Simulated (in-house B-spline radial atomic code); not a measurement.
Spin-orbit splittings of orbital energies (j = l + 1/2 less j = l - 1/2) and ratios of mean radii (lower j over upper j) along the 24-electron series, configuration [Ar] 3d6. Computed with a B-spline radial code for spherical atoms: Dirac-Hartree-Fock, average of the configuration, finite nuclei.

```tsv
ion	Z	splitting of 3d (eV)	radius ratio of 3d	splitting of 3p (eV)	radius ratio of 3p	splitting of 2p (eV)	radius ratio of 2p
Ru20+	44	5.2279	0.99243	25.983	0.97763	132.43	0.9636
Rh21+	45	5.9108	0.99208	29.056	0.97667	146.3	0.96188
Pd22+	46	6.6577	0.99171	32.4	0.97568	161.27	0.96012
Ag23+	47	7.4726	0.99134	36.033	0.97466	177.4	0.95831
Cd24+	48	?	?	?	?	?	?
In25+	49	9.3225	0.99056	44.236	0.97255	213.42	0.95456
Sn26+	50	10.366	0.99016	48.842	0.97144	233.45	0.95262
Sb27+	51	11.494	0.98974	53.812	0.97031	254.93	0.95063
Te28+	52	12.712	0.98932	59.165	0.96916	277.92	0.94859
I29+	53	14.023	0.98889	64.923	0.96797	302.51	0.94651
Xe30+	54	15.433	0.98844	71.109	0.96675	328.77	0.94438
Cs31+	55	16.947	0.98799	77.745	0.9655	356.81	0.9422
Ba32+	56	18.569	0.98752	84.855	0.96422	386.7	0.93997
La33+	57	20.305	0.98705	92.466	0.96292	418.54	0.93769
Ce34+	58	?	?	?	?	?	?
Pr35+	59	24.14	0.98607	109.29	0.9602	488.45	0.93297
Nd36+	60	26.249	0.98557	118.56	0.9588	526.73	0.93054
Pm37+	61	?	?	?	?	?	?
Sm38+	62	30.881	0.98453	138.97	0.9559	610.47	0.92552
```

**Question.** Fill in the row of Cd24+.

**Answer.** splitting of 3d (eV): 8.3595; radius ratio of 3d: 0.99096; splitting of 3p (eV): 39.972; radius ratio of 3p: 0.97362; splitting of 2p (eV): 194.76; radius ratio of 2p: 0.95646.

**Question.** Fill in the row of Ce34+.

**Answer.** splitting of 3d (eV): 22.16; radius ratio of 3d: 0.98656; splitting of 3p (eV): 100.6; radius ratio of 3p: 0.96158; splitting of 2p (eV): 452.42; radius ratio of 2p: 0.93536.

**Question.** Fill in the row of Pm37+.

**Answer.** splitting of 3d (eV): 28.494; radius ratio of 3d: 0.98505; splitting of 3p (eV): 128.45; radius ratio of 3p: 0.95737; splitting of 2p (eV): 567.36; radius ratio of 2p: 0.92806.

**Question.** With what power of Z does the column «splitting of 3p (eV)» change over this range?

**Answer.** A fit of the logarithm of its size against log Z from Z = 44 to 62 has slope 4.88. An unscreened hydrogenic electron would give 4 at low Z; screening makes the apparent power larger near the neutral end, and relativity raises it again at high Z.
